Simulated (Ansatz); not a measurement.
`[F][GaH][SiH3]` + `BS` → `B[S][GaH][SiH3]` + H–F at 600 K and 1 bar (ligand exchange at a Ga–F bond).

Isolated molecules relaxed with PBE0-D4/def2-TZVP in Ansatz; ΔE leaves out vibrations. CBS: MP2 limit from def2 TZ/QZ plus the TZ coupled-cluster correction, frozen cores. This one scheme is used for every species. For Ga outer-core shells are correlated without core-valence functions, which leaves a few kJ/mol of doubt a bond. Scalar relativity is left out up to krypton. Each species was taken in one conformer, which may not be the lowest.

| species | CCSD(T)/CBS energy (Eh) | H − E (kJ/mol) | S (J/(mol·K)) |
| --- | --- | --- | --- |
| `[F][GaH][SiH3]` | -2315.24439 | 136.4 | 407.8 |
| `BS` | -424.38198 | 108.7 | 286.1 |
| `B[S][GaH][SiH3]` | -2639.22992 | 210.4 | 476.1 |
| H–F | -100.39570 | 42.3 | 194.0 |

H − E and S are ideal-gas, rigid-rotor, harmonic terms from PBE0-D4/def2-TZVP, for one conformer and one mirror image of each species. 1 Eh = 2625.50 kJ/mol, R = 8.31446 J/(mol·K).

Question: By hand: ΔE, ΔH, ΔS and ΔG.

Answer: ΔE = (-2639.22992) + (-100.39570) − (-2315.24439) − (-424.38198) = 0.00075 Eh = 2.0 kJ/mol. Δ(H − E) = 210.4 + 42.3 − 136.4 − 108.7 = 7.6, so ΔH = 9.6 kJ/mol. ΔS = 476.1 + 194.0 − 407.8 − 286.1 = -23.8 J/(mol·K). ΔG = 9.6 − 600 × (-23.8)/1000 = 23.9 kJ/mol.

Question: By hand: the equilibrium constant, and the temperature at which ΔG would vanish if ΔH and ΔS stayed fixed.

Answer: log₁₀ K = −ΔG/(RT ln 10) = -2.1. ΔH and −TΔS have one sign here, so there is no such temperature.

TΔS isn't small against ΔH here. A doubt of 5 kJ/mol in ΔE shifts log₁₀ K by 0.4 here. Other conformers and mirror images would add mixing entropy, several J/(mol·K) or more a flexible species. Modes under 60 cm⁻¹, often nearly free rotors, make the harmonic entropy too high. These are equilibria of isolated gas molecules and say nothing of rates. Largest T1 diagnostic: 0.015 (customary marks: 0.02 for closed shells, 0.045 for open ones).
